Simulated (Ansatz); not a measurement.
Method: frozen-core CCSD(T)/cc-pVTZ // M06-2X/def2-TZVP (Ansatz, an electronic-structure program).

Ansatz 0.2 input:
```yaml
crystal:
  periodic: [false, false, false]
  atoms:
    - { symbol: B, position_ang: [1.511993, 0.402151, 0.397243] }
    - { symbol: S, position_ang: [-0.100026, 0.923511, 0.859321] }
    - { symbol: C, position_ang: [-1.200882, -0.29742, 0.08929] }
    - { symbol: H, position_ang: [2.413004, 1.062019, 0.794789] }
    - { symbol: H, position_ang: [1.666203, -0.561693, -0.278955] }
    - { symbol: H, position_ang: [-2.224744, -0.012188, 0.318176] }
    - { symbol: H, position_ang: [-1.002609, -1.285932, 0.493959] }
    - { symbol: H, position_ang: [-1.058823, -0.300982, -0.98771] }
basis:
  gaussian: { orbitals: cc-pVTZ }
correlation:
  method: ccsd_t
```

Output:

```
Functional definition: HF
923 factors; integrals over basis functions are off by at most 1.2e-3 eV
mean field evaluation 1: about -12598.7147 eV, gradient 2.0e1 eV
mean field evaluation 2: about -12598.7179 eV, gradient 2.0e1 eV
mean field evaluation 4: about -12600.0736 eV, gradient 2.5e0 eV
mean field evaluation 8: about -12600.0971 eV, gradient 2.9e-4 eV
mean field evaluation 16: about -12600.0958 eV, gradient 4.4e-1 eV
mean field -12600.09709432 eV, -463.0450275636 hartree, gradient 1.9e-6 eV, S^2 0.000000; 0 other end points of the search recorded, 0 dependent functions left out
7 core orbitals not correlated
reference -12600.09709432 eV, -463.0450275636 hartree; 9, 9 occupied and 148, 148 virtual orbitals, 923 factors
second order -12.54561357 eV of doubles, -0.00000000 eV of singles
cycle   1  -13.27719593 eV  change   -7.3e-1 eV  update   8.0e-2
cycle   2  -13.63638894 eV  change   -3.6e-1 eV  update   2.4e-2
cycle   3  -13.69720362 eV  change   -6.1e-2 eV  update   1.3e-2
cycle   4  -13.69108614 eV  change    6.1e-3 eV  update   5.0e-3
cycle   5  -13.69079181 eV  change    2.9e-4 eV  update   2.4e-3
cycle   6  -13.69068804 eV  change    1.0e-4 eV  update   6.6e-4
cycle   7  -13.69067605 eV  change    1.2e-5 eV  update   1.6e-4
cycle   8  -13.69070829 eV  change   -3.2e-5 eV  update   4.9e-5
cycle   9  -13.69070375 eV  change    4.5e-6 eV  update   1.5e-5
perturbative correction -0.57483076 eV, -0.0211246408 hartree
Total energy: -12614.36262883 eV, -463.5692762875 hartree
```

Cost: around 50 core-seconds (rough).
